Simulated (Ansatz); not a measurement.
`CC1=CC(C(F)(F)F)=[O+][In-]([CH3])([CH3])[O]1`, charge 0, multiplicity 1.

Question: Give a relaxed structure at PBE0-D4/def2-TZVP (the Gaussian-basis code of Ansatz). (An estimate is asked.)

Answer: The calculation gave: 
```xyz
23

C    -0.0303   -0.6921   -3.0581
C    -0.0546   -0.4077   -1.5869
C    -0.8953   -1.1877   -0.7656
C    -1.0248   -1.0426    0.6047
C    -1.9916   -1.9842    1.3439
F    -2.6059   -2.8526    0.5366
F    -1.3313   -2.6874    2.2652
F    -2.9348   -1.2753    1.9662
O    -0.4595   -0.2346    1.3838
In    0.9918    1.3085    0.8301
C    -0.1623    3.1016    0.8350
C     2.8644    0.4661    1.4046
O     0.6920    0.5251   -1.1958
H     0.9962   -0.9133   -3.3595
H    -0.3345    0.2088   -3.5966
H    -0.6800   -1.5192   -3.3383
H    -1.4818   -1.9574   -1.2423
H     0.2768    3.8720    1.4686
H    -1.1652    2.8719    1.1972
H    -0.2358    3.4822   -0.1849
H     2.6818   -0.4835    1.9093
H     3.4232    1.1218    2.0720
H     3.4616    0.2796    0.5107
```
Point group Cs.
This is one stationary point; other conformers may exist.
